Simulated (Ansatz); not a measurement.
Consider the cleavage of the B–Si bond: `[SiH3]B1OCO1` + H–F → `FB1OCO1` + SiH₄.

Program: Ansatz. Geometries: PBE0-D4/def2-TZVP. ΔE: electronic, gas phase. CCSD(T)/CBS is the MP2 limit (def2-TZVPP, def2-QZVPP) plus CCSD(T) − MP2 in def2-TZVPP, frozen cores. This one scheme is used for every species.

| species | HF/CBS(def2) energy (Eh) |
| --- | --- |
| `[SiH3]B1OCO1` | -504.28879 |
| H–F | -100.07071 |
| `FB1OCO1` | -313.16039 |
| SiH₄ | -291.26912 |

Work out ΔE.

ΔE = (-313.16039) + (-291.26912) − (-504.28879) − (-100.07071) = -0.07001 Eh = -1.91 eV. CCSD(T)/CBS gives -1.52 eV.

Largest T1 diagnostic among the species: 0.015.

The D4 term adds +0.06 eV with B3LYP and +0.04 eV with PBE0; it sums over pairs of atoms, weighted by their polarisabilities, and B3LYP, whose exchange is more repulsive, gets the larger term. In def2-TZVPP, CCSD(T) changes the Hartree–Fock value by +0.32 eV (the triples alone add +0.04 eV) and MP2 by +0.31 eV.

B3LYP here is the variant with VWN-RPA as its local correlation; programs differ in this.
